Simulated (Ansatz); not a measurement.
VH₄, 5 atoms. Hardware: 4 threads of Arm Neoverse V2 on a shared host.

Correlated methods freeze 5 core orbitals; core or outer-core shells of V are correlated, in sets that lack core-valence functions.

Task: How many basis functions does each of these Ansatz runs have, and roughly what does it cost? r2SCAN-D4/def2-TZVP, charge 0 doublet, energy and forces, from earlier orbitals; CCSD(T)/def2-TZVPD, charge -1 triplet at the geometry of the charge 0 doublet, energy, from earlier orbitals; PBE-D4/def2-TZVP, charge 1 singlet at the geometry of the charge 0 doublet, energy, from earlier orbitals; CCSD(T)/def2-TZVPP, charge 0 doublet, energy, from earlier orbitals; r2SCAN-D4/def2-TZVPD, charge -1 singlet at the geometry of the charge 0 doublet, energy, from earlier orbitals; PBE-D4/def2-TZVP, charge 1 triplet at the geometry of the charge 0 doublet, energy, from earlier orbitals; ωB97M-V/def2-TZVP, charge 0 doublet, energy, from earlier orbitals; LDA (SPW92)/def2-TZVP, charge 0 doublet, energy, from earlier orbitals; CCSD(T)/def2-TZVPP, charge 1 singlet at the geometry of the charge 0 doublet, energy, from earlier orbitals; PBE-D4/def2-TZVP, charge 0 doublet, energy, from earlier orbitals; r2SCAN-D4/def2-TZVPD, charge 0 doublet, energy, from earlier orbitals; PBE0-D4/def2-TZVP, charge 1 singlet at the geometry of the charge 0 doublet, energy.

Result: Other jobs shared the machine, so times can vary by a factor of up to 3. A dash marks memory too small to be measured apart from the calling script's.

| run | functions | fitting or Cholesky vectors | wall time | peak host memory (GiB) |
| --- | --- | --- | --- | --- |
| PBE-D4/def2-TZVP, charge 1 singlet at the geometry of the charge 0 doublet, energy, from earlier orbitals | 69 | 610 | 0.35 s | – |
| PBE0-D4/def2-TZVP, charge 1 singlet at the geometry of the charge 0 doublet, energy | 69 | 683 | 0.4 s | – |
| LDA (SPW92)/def2-TZVP, charge 0 doublet, energy, from earlier orbitals | 69 | 610 | 0.45 s | – |
| PBE-D4/def2-TZVP, charge 1 triplet at the geometry of the charge 0 doublet, energy, from earlier orbitals | 69 | 610 | 0.7 s | – |
| PBE-D4/def2-TZVP, charge 0 doublet, energy, from earlier orbitals | 69 | 610 | 0.75 s | – |
| r2SCAN-D4/def2-TZVPD, charge -1 singlet at the geometry of the charge 0 doublet, energy, from earlier orbitals | 84 | 657 | 1.4 s | – |
| r2SCAN-D4/def2-TZVPD, charge 0 doublet, energy, from earlier orbitals | 84 | 657 | 1.9 s | – |
| CCSD(T)/def2-TZVPD, charge -1 triplet at the geometry of the charge 0 doublet, energy, from earlier orbitals | 84 | 714 | 2 s | – |
| r2SCAN-D4/def2-TZVP, charge 0 doublet, energy and forces, from earlier orbitals | 69 | 610 | 2 s | – |
| CCSD(T)/def2-TZVPP, charge 1 singlet at the geometry of the charge 0 doublet, energy, from earlier orbitals | 120 | 747 | 3.4 s | – |
| CCSD(T)/def2-TZVPP, charge 0 doublet, energy, from earlier orbitals | 120 | 747 | 5.5 s | 0.81 |
| ωB97M-V/def2-TZVP, charge 0 doublet, energy, from earlier orbitals | 69 | 629 | 7 s | – |
